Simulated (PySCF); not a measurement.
C2H8FNSi2. Atoms are numbered in the order given.

```xyz
14

F      0.0751     0.2291    -1.3307
C      0.8294     0.7249    -0.2329
Si     2.2987    -0.4904     0.0378
N      0.1093     0.8509     0.9635
C     -1.0847     0.4297     1.1292
Si    -2.2770    -0.4298    -0.1028
H      1.1953     1.7226    -0.5362
H      3.2171     0.0561     1.0724
H      1.7212    -1.7894     0.4750
H      3.0223    -0.6510    -1.2532
H     -1.4875     0.5834     2.1463
H     -3.5015    -0.7389     0.6958
H     -2.6664     0.4655    -1.2252
H     -1.7143    -1.7101    -0.6108
```
Charge 0, spin multiplicity 1.

Geometry: B3LYP-D3(BJ)/def2-SVP. The structure was generated by enumeration; whether it is a known compound was not checked. One conformer was computed; it need not be the lowest.

Method: PBE0/pcSseg-1 (PySCF).

GIAO shieldings, no solvent; atoms alike by connectivity are averaged. δ = σ(ref) − σ: ¹⁹F against CFCl3 (σ = 167.2 ppm); ¹³C against TMS (σ = 186.3 ppm); ²⁹Si against TMS (σ = 352.7 ppm); ¹⁵N against NH3 (σ = 267.4 ppm); ¹H against TMS (σ = 31.56 ppm), references at their B3LYP-D3(BJ)/def2-TZVP geometries, non-relativistic.

Computed chemical shifts:
```tsv
nucleus	atoms	count	δ (ppm)
¹⁹F	F1	1	-186.2
¹³C	C5	1	170.2
¹³C	C2	1	111.0
²⁹Si	Si3	1	-59.3
²⁹Si	Si6	1	-79.5
¹⁵N	N4	1	446.0
¹H	H11	1	8.61
¹H	H7	1	7.10
¹H	H12, H13, H14	3	4.37
¹H	H8, H9, H10	3	4.29
```
